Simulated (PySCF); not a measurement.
## Working out the ionisation energy of Rb²⁺

Rb²⁺ [Ar] 3d10 4s2 4p5 (2P) → Rb³⁺ [Ar] 3d10 4s2 4p4 (3P). Calculation: PySCF 2.14, in cc-pVDZ-X2C (6s5p3d, 36 functions); the spin-free X2C one-electron Hamiltonian (Gaussian nucleus). Frozen: [Ar] 3d10 4s2. Energies in hartree (1 hartree = 27.21139 eV):

```
            part  Rb²⁺ (lower)  Rb³⁺ (upper)
             UHF  -2978.001219  -2976.535956
CCSD correlation     -0.004354     -0.002005
             (T)     -0.000007     -0.000001
```

What does Hartree-Fock give?

(-2976.535956) − (-2978.001219) = 1.465263 hartree = 39.872 eV.

What do CCSD and CCSD(T) give?

The CCSD correlation energies differ by 0.002349 hartree = 0.064 eV and the triples by 0.000006 hartree = 0.000 eV, so CCSD gives 39.936 eV and CCSD(T) 39.936 eV.

Reference: 39.247 eV (semi-empirical (NIST evaluation); NIST Atomic Spectra Database, ionization energies), between the lowest levels; spin-orbit coupling is absent from the calculation.

A double-zeta basis recovers only part of the correlation energy.

What remains against the reference includes basis incompleteness, the frozen core and higher excitations.
